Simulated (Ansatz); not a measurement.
Sn5Cl4⁺. Charge 1, multiplicity 4. Geometry PBE-D4/def2-SVP; atoms count from 1.

```tsv
atom	x (Å)	y (Å)	z (Å)
Sn1	1.831	2.723	-1.660
Sn2	1.594	-0.400	-0.262
Sn3	-0.573	0.180	2.747
Sn4	-0.470	2.048	0.215
Sn5	-1.864	-0.488	-0.959
Cl6	-0.086	-2.336	-1.125
Cl7	-2.389	-1.254	1.543
Cl8	1.470	-1.316	2.337
Cl9	0.489	0.843	-2.836
```

In the def2 sets Sn takes a core potential; there is no spin–orbit coupling. At PBE0-D4/def2-SVP a doublet of charge 1 lies 0.90 eV below the quartet, each at its own geometry. The structure comes from a short search, and lower isomers may exist.

Q: Estimate the Mulliken populations from the PBE0/def2-SVP orbitals of Ansatz.

A: 
| atom | charge (e) | spin (α − β) |
| --- | --- | --- |
| Sn1 | 0.42 | 0.98 |
| Sn2 | 0.53 | 0.35 |
| Sn3 | 0.64 | 0.22 |
| Sn4 | -0.04 | 0.97 |
| Sn5 | 0.65 | 0.25 |
| Cl6 | -0.26 | 0.09 |
| Cl7 | -0.30 | 0.02 |
| Cl8 | -0.29 | 0.05 |
| Cl9 | -0.33 | 0.07 |
Mulliken values and Mayer orders depend strongly on the basis.

Q: Where does the spin sit?

A: Summed by element: Sn 2.78, Cl 0.22, of 3 unpaired in all. Largest on single atoms: Sn1 0.98, Sn4 0.97, Sn2 0.35.

Q: And the Mayer bond orders between bonded heavy atoms (over 0.3)?

A: Sn1–Sn4 0.56 (3.04 Å); Sn1–Cl9 0.60 (2.59 Å); Sn2–Sn4 0.52 (3.24 Å); Sn2–Cl6 0.48 (2.71 Å); Sn2–Cl8 0.43 (2.76 Å); Sn3–Sn4 0.58 (3.15 Å); Sn3–Cl7 0.60 (2.61 Å); Sn3–Cl8 0.68 (2.57 Å); Sn4–Sn5 0.59 (3.12 Å); Sn5–Cl6 0.64 (2.57 Å); Sn5–Cl7 0.51 (2.67 Å). Values over 0.3 also appear between atoms too far apart for a bond (Sn1–Sn2 0.34 at 3.43 Å); they arise where an orbital or an unpaired electron spreads over both atoms.
